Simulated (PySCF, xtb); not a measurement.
(E)-2-fluorobut-2-ene (C4H7F), SMILES C/C=C(\C)F.

GFN2-xTB (xtb) at its own geometry gives an orbital gap of 5.16 eV and a dipole moment of 2.47 D.

Geometry: ωB97X-D3(BJ)/def2-SVP.

Question: What does PBE/def2-TZVP run with PySCF give? (Estimate from the structure and the level; the computed values follow.)

Answer: gap 5.36 eV (levels -5.64 and -0.28 eV), dipole 1.61 D.
